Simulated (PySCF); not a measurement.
# Polarisability and C₆ of Cd (cadmium, neutral)

[Kr] 4d10 5s2, closed-shell 1S. Calculation: PySCF 2.14, in def2-TZVPPD with the def2 core potential (28 electrons); a scalar-relativistic core potential. Coupled (time-dependent) response in atomic units; α is the mean over directions.

```csv
method,mean α (bohr³),C₆ (like pair),S(−4)
UHF,61.91,582.2,1825
PBE,45.02,377.0,943.8
PBE0,48.44,416.3,1098
TPSSh,48.24,415.7,1080
CAM-B3LYP,47.36,403.7,1051
```

S(−4) is the Cauchy moment in α(ω) = α(0) + S(−4) ω² + …

Reference α: 46 ± 2 bohr³ (recommended; Schwerdtfeger and Nagle, table of static dipole polarizabilities (2023 update)). Published C₆: 405.0 (Gould and Bucko (2016)).

Hartree-Fock lies above the reference because it lacks correlation, which contracts the outer shell.

α(iu) at TPSSh:

```
u (hartree)  α(iu) (bohr³)
          0          48.24
     0.0500          45.70
      0.100          39.61
      0.200          26.59
      0.300          18.03
      0.500          9.973
      0.750          6.139
       1.00          4.423
       1.50          2.862
       2.00          2.100
       3.00          1.290
       5.00         0.6089
```

A single London oscillator, α(iu) = α/(1 + u²/ω²), gives C₆ = (3/4) ω α². Matching the computed C₆ needs ω = 4 × 415.7 / (3 × 48.24²) = 0.238 hartree.

Energies and moments cover only the electrons outside the core potential.
